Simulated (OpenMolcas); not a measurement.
# InN2H5: a line through the functionals

The species is InN2H5 (8 atoms), meant as a singlet with charge 0. As SMILES, `[NH2][InH][NH2]`. Geometry: relaxed at PBE0-D4/def2-TZVP.

The vertical energy of the triplet above the singlet y, in eV, basis def2-SVP with a core potential; a is the functional's share of exact exchange. Programs: OpenMolcas 26.06.

| functional | program | a | y (eV) |
| --- | --- | --- | --- |
| revPBE | OpenMolcas | 0 | 4.13 |
| PBE | OpenMolcas | 0 | 4.13 |
| B3LYP | OpenMolcas | 0.2 | ? |
| PBE0 | OpenMolcas | 0.25 | 4.78 |
| BHLYP | OpenMolcas | 0.5 | 5.08 |

Q: Fit y = c + s·a to the known rows and predict B3LYP.

A: 
1. Means of the 4 rows: a = 0.1875, y = 4.530.
2. Σ(Δa)² = 0.17188, Σ(Δa·Δy) = 0.3375, so the slope is 0.3375/0.17188 = 1.9636.
3. Intercept: 4.530 − (1.9636) × 0.1875 = 4.162. The largest residual of the fit is 0.13.
4. B3LYP: 4.162 + (1.9636) × 0.2 = 4.55 eV.

The run gave 4.60 eV, so the prediction is off by -0.05 eV, within the largest residual. Spin-orbit coupling is left out.
